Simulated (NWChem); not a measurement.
Molecule: BF

```xyz
2

B      0.0000     0.0000    -0.8151
F      0.0000     0.0000     0.4596
```
Atoms are numbered in this order, from 1.

The geometry was optimised at PBE-D3(BJ)/def2-SVP.

Problem. Split the isotropic spin-spin couplings (Hz) from B3LYP/IGLO-III (NWChem) into Fermi-contact, spin-dipolar, paramagnetic and diamagnetic spin-orbit terms, for the pairs 1–2.

Solution. 
| pair | FC | SD | PSO | DSO | total |
|---|---|---|---|---|---|
| 11B(1)–19F(2) | -259.98 | -6.75 | -103.14 | -0.36 | -370.23 |
